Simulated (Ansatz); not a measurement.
Species: C₂H₇Ga, SMILES `[CH3][GaH][CH3]` (charge 0, multiplicity 1), formula C$_{2}$H$_{7}$Ga.

Task: How many basis functions does frozen-core CCSD(T)/cc-pVTZ // B3LYP-D3(BJ)/def2-TZVP (Ansatz, an electronic-structure program) use, how many core orbitals are frozen, and how many electrons are correlated?

Result: 201 basis functions and 11 frozen orbitals, which leaves 28 correlated electrons (filled d shells below the valence shell are correlated). Core time is of the order of minutes.
